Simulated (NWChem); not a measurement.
Molecule: InNH₂BrF; SMILES [NH2][In]([F])[Br]

```xyz
6

In    -0.0626     0.7189     0.0177
F     -1.8805     1.4127    -0.1597
Br     0.1203    -1.7355     0.0775
N      1.4762     2.0165    -0.0701
H      2.3394     1.6960     0.3622
H      1.2619     2.9542     0.2621
```
Atoms are numbered in this order, from 1.

Level: PBE0/def2-SVP with def2 effective core potentials on In (NWChem), optimised geometry, unscaled harmonic frequencies. This build's default masses of Se (78.918 u) and Br (79.917 u) are each other's, which moves their modes by up to 0.6 %. def2 effective core potentials on In; no spin-orbit coupling.

Question: List the harmonic frequencies with IR intensities, and the thermochemistry.

Answer: 
```csv
frequency (cm⁻¹),IR intensity (km/mol)
90,3.5
124,23.1
125,11.8
252,7.7
264,43.8
439,148.5
611,54.5
638,38.4
811,41.7
1519,10.8
3567,32.8
3678,34.4
```

```yaml
zero_point_energy: 17.3 kcal/mol
thermal correction to the enthalpy at 298.15 K (with zero-point energy): 22.0 kcal/mol
heat capacity Cv: 19.3 cal/(mol K)
entropy at 298.15 K and 1 atm (symmetry number 1): 85.5 cal/(mol K)
```

Rigid rotor and harmonic oscillator; modes under 100 cm⁻¹ make the entropy uncertain.
